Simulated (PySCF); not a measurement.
H₄BFOSi, singlet, geometry from GFN2-xTB; CAMB3LYP/6-31G, TDA run with PySCF.

Here is a job for PySCF.
```python
from pyscf import gto, scf, dft, tdscf

mol = gto.Mole()
mol.atom = '''
    B     0.316395   -0.277107    0.338211
    F     1.632795   -0.440848    0.090193
    O    -0.146386   -0.839679    1.451191
    H     0.478471   -1.321368    2.000383
    Si   -0.858206    0.736435   -0.884581
    H    -2.221798    0.891999   -0.368858
    H    -0.986696    0.097274   -2.202483
    H    -0.361137    2.092615   -1.157229
'''
mol.basis = '6-31g'
mol.charge = 0
mol.spin = 0
mol.verbose = 4
mol.build()

mf = dft.RKS(mol)
mf.xc = 'camb3lyp'
mf.kernel()
td = mf.TDA()
td.nstates = 5
td.kernel()
td.analyze()
```

Q: Write the output that PySCF gives for this input, abridged.

A: 
```
PySCF version 2.14.0

[INPUT] verbose = 4
[INPUT] num. atoms = 8
[INPUT] num. electrons = 40
[INPUT] charge = 0
[INPUT] spin (= nelec alpha-beta = 2S) = 0
[INPUT] symmetry False subgroup None
[INPUT] Mole.unit = angstrom
[INPUT] Symbol           X                Y                Z      unit          X                Y                Z       unit  Magmom
[...]
nuclear repulsion = 148.226934529306
number of shells = 30
number of NR pGTOs = 128
number of NR cGTOs = 48
basis = 6-31g
ecp = {}

******** <class 'pyscf.dft.rks.RKS'> ********
method = RKS
initial guess = minao
damping factor = 0
level_shift factor = 0
DIIS = <class 'pyscf.scf.diis.CDIIS'>
diis_start_cycle = 1
diis_space = 8
diis_damp = 0
SCF conv_tol = 1e-09
SCF conv_tol_grad = None
SCF max_cycles = 50
direct_scf = True
direct_scf_tol = 1e-13
XC library pyscf.dft.libxc version 7.1.2
    S. Lehtola, C. Steigemann, M. J. T. Oliveira, and M. A. L. Marques,  SoftwareX 7, 1–5 (2018)
XC functionals = camb3lyp
    T. Yanai, D. P. Tew, and N. C. Handy,  Chem. Phys. Lett. 393, 51 (2004)
radial grids:
    Treutler-Ahlrichs [JCP 102, 346 (1995); DOI:10.1063/1.469408] (M4) radial grids

becke partition: Becke, JCP 88, 2547 (1988); DOI:10.1063/1.454033
pruning grids: <function nwchem_prune>
grids dens level: 3
symmetrized grids: False
atomic radii adjust function: <function treutler_atomic_radii_adjust>
small_rho_cutoff = 0
Set gradient conv threshold to 3.16228e-05
Initial guess from minao.
tot grids = 100808
init E= -492.015965112913
[...]
cycle= 1 E= -491.620573885355  delta_E= 0.395  |g|= 0.758  |ddm|=  2.4
[...]
cycle= 2 E= -491.581687796839  delta_E= 0.0389  |g|= 0.944  |ddm|= 1.03
[...]
cycle= 3 E= -491.733510216224  delta_E= -0.152  |g|= 0.0258  |ddm|= 0.537
[...]
cycle= 4 E= -491.733557222601  delta_E= -4.7e-05  |g|= 0.0305  |ddm|= 0.046
[...]
cycle= 5 E= -491.73371097687  delta_E= -0.000154  |g|= 0.0022  |ddm|= 0.0177
[...]
cycle= 6 E= -491.733712719158  delta_E= -1.74e-06  |g|= 0.000525  |ddm|= 0.00441
[...]
cycle= 7 E= -491.73371282207  delta_E= -1.03e-07  |g|= 7.74e-05  |ddm|= 0.000891
[...]
cycle= 8 E= -491.733712825108  delta_E= -3.04e-09  |g|= 1.46e-05  |ddm|= 0.00018
[...]
cycle= 9 E= -491.733712825197  delta_E= -8.94e-11  |g|= 4.26e-06  |ddm|= 2.75e-05
[...]
Extra cycle  E= -491.733712825203  delta_E= -5.12e-12  |g|= 3.32e-06  |ddm|= 8.35e-06
converged SCF energy = -491.733712825203

******** <class 'pyscf.tdscf.rks.TDA'> for <class 'pyscf.dft.rks.RKS'> ********
nstates = 5 singlet
deg_eia_thresh = 1.000e-03
wfnsym = None
conv_tol = 1e-05
eigh lindep = 1e-12
eigh level_shift = 0
eigh max_cycle = 100

Excitation energies (eV)
[7.54024837 8.47402307 8.72914989 8.98419209 9.5003873 ]

** Singlet excitation energies and oscillator strengths **
Excited State   1:      7.54025 eV    164.43 nm  f=0.0513
      19 -> 21       -0.12099
      20 -> 21        0.67867
Excited State   2:      8.47402 eV    146.31 nm  f=0.0330
      16 -> 21       -0.50298
      16 -> 25        0.10260
      19 -> 21       -0.45423
      20 -> 21       -0.13035
Excited State   3:      8.72915 eV    142.03 nm  f=0.0142
      16 -> 21       -0.46734
      19 -> 21        0.50461
Excited State   4:      8.98419 eV    138.00 nm  f=0.0860
      18 -> 21        0.63497
      20 -> 22       -0.25548
Excited State   5:      9.50039 eV    130.50 nm  f=0.0270
      17 -> 21       -0.38247
      18 -> 21       -0.20859
      19 -> 23       -0.14335
      20 -> 22       -0.44721
      20 -> 23        0.20392
      20 -> 24        0.14987

** Transition electric dipole moments (AU) **
state          X           Y           Z        Dip. S.      Osc.
  1         0.0958      0.4468      0.2620      0.2775      0.0513
  2        -0.1143     -0.3448     -0.1649      0.1592      0.0330
  3         0.1028      0.2271      0.0661      0.0665      0.0142
  4         0.0327     -0.1915      0.5943      0.3909      0.0860
  5        -0.0587      0.1357     -0.3069      0.1161      0.0270

** Transition velocity dipole moments (imaginary part, AU) **
state          X           Y           Z        Dip. S.      Osc.
  1         0.0102      0.0475      0.0284      0.0032      0.0076
  2        -0.0253     -0.0778     -0.0398      0.0083      0.0177
  3         0.0192      0.0360      0.0100      0.0018      0.0037
  4        -0.0003     -0.0212      0.0918      0.0089      0.0179
  5         0.0031      0.0376     -0.0845      0.0086      0.0164

** Transition magnetic dipole moments (imaginary part, AU) **
state          X           Y           Z
  1        -0.3954     -0.0460      0.2280
  2        -0.5572      0.4500     -0.5897
  3        -0.1431     -0.0502      0.2189
  4        -0.0636     -0.1721     -0.0244
  5         0.0018     -0.1644     -0.0756
```
